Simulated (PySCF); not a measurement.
## How methods differ on the ionisation energy of Zr⁺

Zr⁺ [Kr] 4d2 5s1 (4F) → Zr²⁺ [Kr] 4d2 (3F), as a difference of total energies. Computed with PySCF 2.14 in def2-QZVPPD with the def2 core potential (28 electrons) (7s5p4d3f2g, 81 functions), with a scalar-relativistic core potential. Correlated levels: valence: 4s2 4p6 frozen. The calculations carry no spin-orbit coupling.

```tsv
method	ionisation energy (eV)
UHF	12.297
MP2 (valence)	12.532
SCS-MP2 (valence)	12.375
CCSD (valence)	12.604
CCSD(T) (valence)	12.608
```

How much does correlation contribute at CCSD(T) (valence)?

12.608 − (12.297) = 0.311 eV, measured against UHF.

The reference lies between the lowest fine-structure levels, while these numbers refer to the centres of the terms.

Errors of the correlated levels include the incompleteness of this basis and the frozen core.

For comparison: 13.13 eV (measured; NIST Atomic Spectra Database, ionization energies).
